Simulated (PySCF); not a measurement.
O$_{2}$Si, charge -1, doublet, at a GFN2-xTB geometry (a state made from the parent by changing its charge; the spin is typed, not shown lowest); CAMB3LYP/6-31G* (PySCF).

The PySCF input:
```python
from pyscf import gto, scf, dft

mol = gto.M(
    atom='''
O    -1.38660487    0.36377234   -0.18425808
Si   -0.02557603   -0.27268081    0.19968976
O     1.43136292    0.11341908   -0.16519900
''',
    basis='6-31g*',
    charge=-1,
    spin=1,
    verbose=4,
)

mf = dft.UKS(mol)
mf.xc = 'camb3lyp'
mf.kernel()
```

It wrote (shortened):

```
PySCF version 2.14.0

[INPUT] verbose = 4
[INPUT] num. atoms = 3
[INPUT] num. electrons = 31
[INPUT] charge = -1
[INPUT] spin (= nelec alpha-beta = 2S) = 1
[INPUT] symmetry False subgroup None
[INPUT] Mole.unit = angstrom
[INPUT] Symbol           X                Y                Z      unit          X                Y                Z       unit  Magmom
[INPUT]  1 O     -1.386604870000   0.363772340000  -0.184258080000 AA   -2.620303447288   0.687430094292  -0.348197307438 Bohr   0.0
[INPUT]  2 Si    -0.025576030000  -0.272680810000   0.199689760000 AA   -0.048331692054  -0.515292050325   0.377358956280 Bohr   0.0
[INPUT]  3 O      1.431362920000   0.113419080000  -0.165199000000 AA    2.704883903658   0.214330998500  -0.312180866052 Bohr   0.0

nuclear repulsion = 88.4075972711309
number of shells = 20
number of NR pGTOs = 105
number of NR cGTOs = 46
basis = 6-31g*
ecp = {}

******** <class 'pyscf.dft.uks.UKS'> ********
method = UKS
initial guess = minao
damping factor = 0
level_shift factor = 0
DIIS = <class 'pyscf.scf.diis.CDIIS'>
diis_start_cycle = 1
diis_space = 8
diis_damp = 0
SCF conv_tol = 1e-09
SCF conv_tol_grad = None
SCF max_cycles = 50
direct_scf = True
direct_scf_tol = 1e-13
number electrons alpha = 16  beta = 15
XC library pyscf.dft.libxc version 7.1.2
    S. Lehtola, C. Steigemann, M. J. T. Oliveira, and M. A. L. Marques,  SoftwareX 7, 1–5 (2018)
XC functionals = camb3lyp
    T. Yanai, D. P. Tew, and N. C. Handy,  Chem. Phys. Lett. 393, 51 (2004)
radial grids:
    Treutler-Ahlrichs [JCP 102, 346 (1995); DOI:10.1063/1.469408] (M4) radial grids

becke partition: Becke, JCP 88, 2547 (1988); DOI:10.1063/1.454033
pruning grids: <function nwchem_prune>
grids dens level: 3
symmetrized grids: False
atomic radii adjust function: <function treutler_atomic_radii_adjust>
small_rho_cutoff = 0
Set gradient conv threshold to 3.16228e-05
tot grids = 47344
init E= -439.92312776224

cycle= 1 E= -439.564882653221  delta_E= 0.358  |g|= 0.918  |ddm|= 1.53
cycle= 2 E= -438.911967283293  delta_E= 0.653  |g|= 1.55  |ddm|= 1.73
cycle= 3 E= -439.918154156342  delta_E= -1.01  |g|= 0.0369  |ddm|= 1.15
cycle= 4 E= -439.91946811168  delta_E= -0.00131  |g|= 0.0161  |ddm|= 0.0889
cycle= 5 E= -439.919663685499  delta_E= -0.000196  |g|= 0.00456  |ddm|= 0.0262
cycle= 6 E= -439.91969652363  delta_E= -3.28e-05  |g|= 0.00117  |ddm|= 0.0126
cycle= 7 E= -439.919701111932  delta_E= -4.59e-06  |g|= 0.000436  |ddm|= 0.00473
cycle= 8 E= -439.919701863278  delta_E= -7.51e-07  |g|= 0.000177  |ddm|= 0.00188
cycle= 9 E= -439.919701950418  delta_E= -8.71e-08  |g|= 5.93e-05  |ddm|= 0.000677
cycle= 10 E= -439.919701956855  delta_E= -6.44e-09  |g|= 2.53e-05  |ddm|= 0.000203
cycle= 11 E= -439.919701957146  delta_E= -2.91e-10  |g|= 2.07e-05  |ddm|= 3.97e-05
Extra cycle  E= -439.919701956739  delta_E= 4.07e-10  |g|= 4.02e-05  |ddm|= 4.1e-05
converged SCF energy = -439.919701956739  <S^2> = 0.75499108  2S+1 = 2.0049849
```
